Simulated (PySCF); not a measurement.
# UHF on Ca (calcium, neutral)

Configuration: [Ar] 4s2, closed-shell 1S. Calculation: PySCF 2.14, in an even-tempered Gaussian basis (24 s from 0.0056 bohr⁻², ratio 2.5; 16 p from 0.0073 bohr⁻², ratio 2.5; 6 d from 0.11 bohr⁻², ratio 2.7; 6 f from 0.16 bohr⁻², ratio 2.7); scalar relativity by spin-free X2C-1e.

```json
{
 "Total energy": "-679.633177 hartree",
 "One-electron energy": "-930.3365 hartree",
 "Hartree (Coulomb) energy": "286.1526 hartree",
 "Exchange energy": "-35.4493 hartree",
 "⟨S²⟩": "0.0000",
 "⟨L²⟩": "0.000",
 "Sum of ⟨r⟩": "21.18 bohr",
 "Sum of ⟨r²⟩": "56.22 bohr²",
 "Langevin diamagnetic susceptibility": "-44.5 ×10⁻⁶ cm³/mol"
}
```

```
shell  electrons  mean orbital energy (hartree)  rms radius, mean of both spins (bohr)
   1s          2                     -150.11303                                 0.0888
   2s          2                      -16.96391                                  0.393
   2p          6                      -13.63767                                  0.362
   3s          2                       -2.26175                                   1.24
   3p          6                       -1.33898                                   1.38
   4s          2                       -0.19630                                   4.51
```

Densities and radii are taken from the X2C orbitals without a picture-change correction, which distorts them close to the nucleus.

Spin-orbit constants ζ (cm⁻¹) from the X2C one-electron operator on these orbitals: bare nucleus, nucleus screened by l(l+1)(2l+1)/3 electrons, and screened by the Breit-Pauli mean field of the electrons.

```
shell   bare  screened nucleus  mean field
   2p  21470             19320       18350
   3p   2080              1872        1762
```
